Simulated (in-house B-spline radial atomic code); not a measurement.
# Removing one electron from Pb14+

Closed shell [Xe] 4f14. Computed with a B-spline radial code for spherical atoms: Koopmans values of Dirac-Hartree-Fock plus a diagonal self-energy, in second order or with its direct term screened (direct RPA, with the hole-particle interaction, or full time-dependent Hartree-Fock), linearised in energy; no-pair Dirac-Coulomb Hamiltonian, finite nucleus. Shifts add to the Koopmans value (the ΔSCF shift is orbital relaxation alone); the final value takes TDHF screening with Breit and QED.

Command:
```bash
python run_mb.py task.json out
```
Settings (nuclear radius in fm, box in bohr, cutoff in hartree):
```
basis_form          2
Z                   82
core_configuration  [Xe] 4f14
rms_radius          5.5012
mass_number         208
speed_of_light      137.036
box_radius          5.873
lmax                7
intervals           59
virtual_cutoff      26896.0
```

Run time, properties included: 120 s on 1 thread of Arm Neoverse V2 (shared host).

Energies in eV:

```json
{"subshell": "5p3/2", "Koopmans": "337.37", "ΔSCF shift": "-0.615", "second order": "?", "direct RPA": "?", "hole-particle": "?", "TDHF": "?", "Breit + QED": "?", "final": "?"}
{"subshell": "5p1/2", "Koopmans": "365.17", "ΔSCF shift": "-0.779", "second order": "0.752", "direct RPA": "0.860", "hole-particle": "0.725", "TDHF": "0.752", "Breit + QED": "-0.581", "final": "365.35"}
```

Q: What does the self-energy do to 5p3/2?

A: It shifts the removal energy by 1.096 eV in second order, 0.951 with direct RPA, 0.939 with the hole-particle term and 0.987 with TDHF screening (quasi-particle weight 0.987); Breit and QED add -0.290 eV. The final value is 338.07 eV, against 338.1 ± 1.5 eV (NIST, semi-empirical).
